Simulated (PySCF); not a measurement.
## UHF on Ge⁺ (germanium, charge +1)

Configuration: [Ar] 3d10 4s2 4p1, 2P determinant. All numbers are calculated (PySCF 2.14, no relativity, point nucleus, in def2-SVP).

```
Total energy                                                  : -2074.784345 hartree
One-electron energy                                           : -2884.0326 hartree
Hartree (Coulomb) energy                                      : 886.4947 hartree
Exchange energy                                               : -77.2465 hartree
Kinetic energy                                                : 2074.74953 hartree
⟨S²⟩                                                          : 0.7595
⟨L²⟩                                                          : 2.028
Sum of ⟨r⟩                                                    : 20.89 bohr
Sum of ⟨r²⟩                                                   : 29.19 bohr²
Traceless quadrupole moment −½Σ⟨3z² − r²⟩ along its main axis : -3.24 e·bohr²
Density at the nucleus (Gaussians lack the cusp)              : 21100 bohr⁻³
Spin density at the nucleus                                   : -0.0235 bohr⁻³
Langevin diamagnetic susceptibility                           : -23.1 ×10⁻⁶ cm³/mol
Time after the integrals                                      : 0.1 s of wall time on 1 thread of Neoverse-V1 (shared host)
```

| shell | electrons | mean orbital energy (hartree) | spread (hartree) | rms radius, mean of both spins (bohr) |
| --- | --- | --- | --- | --- |
| 1s α | 1 | -405.54832 | 0 | 0.0554 |
| 1s β | 1 | -405.54588 | 0 | 0.0554 |
| 2s α | 1 | -52.47424 | 0 | 0.231 |
| 2s β | 1 | -52.47379 | 0 | 0.231 |
| 2p α | 3 | -46.57375 | 0.00100 | 0.205 |
| 2p β | 3 | -46.57181 | 0.00471 | 0.205 |
| 3s α | 1 | -7.53125 | 0 | 0.679 |
| 3s β | 1 | -7.52720 | 0 | 0.679 |
| 3p α | 3 | -5.50379 | 0.00001 | 0.705 |
| 3p β | 3 | -5.49805 | 0.01771 | 0.705 |
| 3d α | 5 | -1.97437 | 0.01080 | 0.811 |
| 3d β | 5 | -1.97162 | 0.01738 | 0.811 |
| 4s α | 1 | -0.88798 | 0 | 2.28 |
| 4s β | 1 | -0.80371 | 0 | 2.28 |
| 4p α | 1 | -0.57158 | 0 | 2.83 |
